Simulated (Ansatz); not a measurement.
Consider the silylene formation by 1,1-elimination: `N[SiH](F)[Si](N)(O)O` → `N[Si](N)(O)O` + `F[SiH]`.

Gas-phase electronic energies from Ansatz, PBE0-D4/def2-TZVP geometries. CCSD(T)/CBS adds triple-zeta CCSD(T) − MP2 to the extrapolated MP2 energy (def2 sets, frozen cores). This one scheme is used for every species. Functionals use def2-TZVPP. B3LYP here is the variant with VWN-RPA as its local correlation; programs differ in this. One conformer a species, not always the lowest.

`N[SiH](F)[Si](N)(O)O`:

Cartesian coordinates in Å:
```
N 2.409 0.200 0.199
Si 0.940 0.741 0.872
F 0.690 2.331 0.734
Si -0.774 -0.375 -0.271
N -2.361 0.245 -0.201
O -0.971 -1.907 0.300
O -0.206 -0.302 -1.817
H 3.303 0.382 0.626
H 2.485 0.080 -0.799
H 1.020 0.502 2.337
H -2.552 1.205 -0.434
H -3.001 -0.108 0.491
H -0.171 -2.407 0.470
H -0.812 -0.586 -2.506
```

`N[Si](N)(O)O`:

Z-matrix (Å, degrees):
```
Si
N 1 1.697
O 1 1.647 2 101.9
N 1 1.699 2 112.2 3 -125.3
O 1 1.648 2 115.2 3 119.1
H 2 1.004 1 122.0 3 -9.8
H 2 1.004 1 122.6 3 154.1
H 3 0.958 1 115.5 2 163.0
H 4 1.005 1 122.6 2 69.7
H 4 1.005 1 120.4 2 -134.8
H 5 0.958 1 115.3 2 -30.2
```

`F[SiH]`:

Cartesian coordinates in Å:
```
F 0.546 1.090 -0.233
Si -0.414 0.067 0.562
H -0.132 -1.157 -0.329
```

Q: Is it downhill or uphill in electronic energy at CCSD(T)/CBS, and by how much? (Estimate.)

A: Computed: Uphill: ΔE = +44.6 kcal/mol.

Q: What do these levels give: ωB97X-V, ωB97M-V, B2PLYP, PBE, B3LYP, HF/def2-TZVPP, MP2/def2-TZVPP, SCS-MP2/def2-TZVPP, CCSD(T)/def2-TZVPP, MP2/def2-QZVPP, SCS-MP2/def2-QZVPP, MP2/CBS(def2)? (An estimate is asked.)

A: The calculation gave: ωB97X-V 47.4, ωB97M-V 42.1, B2PLYP 42.9, PBE 45.9, B3LYP 40.7, HF/def2-TZVPP 38.7, MP2/def2-TZVPP 46.2, SCS-MP2/def2-TZVPP 43.6, CCSD(T)/def2-TZVPP 43.1, MP2/def2-QZVPP 47.0, SCS-MP2/def2-QZVPP 44.5, MP2/CBS(def2) 47.7 kcal/mol.

Largest T1 diagnostic among the species: 0.015.

From PBE to PBE0 (25 % exact exchange), in def2-TZVPP and without D4, ΔE moves by +1.2 kcal/mol. In def2-TZVPP, CCSD(T) changes the Hartree–Fock value by +4.3 kcal/mol (the triples alone add +1.2 kcal/mol) and MP2 by +7.5 kcal/mol.
